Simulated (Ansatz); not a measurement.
CH₅AlClN (`[NH2][AlH][CH2]Cl`), 9 atoms. Total charge 0; spin multiplicity 1. All runs use 2 threads of an Arm Neoverse V1 on a shared host. Correlated methods freeze the cores.

Task: How many basis functions does each run have, and how long does it take in Ansatz? RHF-MP2/def2-QZVPP energy; RKS PBE0-D4/def2-TZVP frequencies; direct RPA on PBE orbitals/def2-TZVPP energy; RKS PBE0-D4/def2-QZVPP energy; RKS PBE0-D4/def2-SVP energy; RKS PBE0-D4/def2-TZVP relaxation (6 steps); RKS HSE06 (plane-wave form)-D4/def2-TZVPP energy; RKS ωB97M-V/def2-TZVPP energy and forces; RKS r2SCAN0-D4/def2-TZVPP energy; RKS BLYP-D4/def2-TZVPP energy; RHF-CCSD(T)/def2-SVP energy; RKS ωB97M-V/def2-SVP energy. (An estimate is asked.)

Result: The calculation gave: Other jobs shared the machine, so times are rough.

| level | job | functions | wall time | peak host memory (GiB) |
| --- | --- | --- | --- | --- |
| RKS PBE0-D4/def2-SVP | energy | 89 | 1.4 s | 0.42 |
| RKS BLYP-D4/def2-TZVPP | energy | 216 | 3 s | 0.25 |
| RHF-CCSD(T)/def2-SVP | energy | 89 | 3.1 s | 0.42 |
| RKS HSE06 (plane-wave form)-D4/def2-TZVPP | energy | 216 | 4.2 s | 0.48 |
| direct RPA on PBE orbitals/def2-TZVPP | energy | 216 | 6 s | 0.46 |
| RKS r2SCAN0-D4/def2-TZVPP | energy | 216 | 7 s | 0.48 |
| RKS ωB97M-V/def2-SVP | energy | 89 | 7 s | 0.42 |
| RKS PBE0-D4/def2-QZVPP | energy | 404 | 11 s | 1.1 |
| RKS ωB97M-V/def2-TZVPP | energy and forces | 216 | 15 s | 0.67 |
| RHF-MP2/def2-QZVPP | energy | 404 | 23 s | 1.8 |
| RKS PBE0-D4/def2-TZVP | relaxation (6 steps) | 166 | 28 s | 0.37 |
| RKS PBE0-D4/def2-TZVP | frequencies | 166 | 2.6 min | 0.42 |
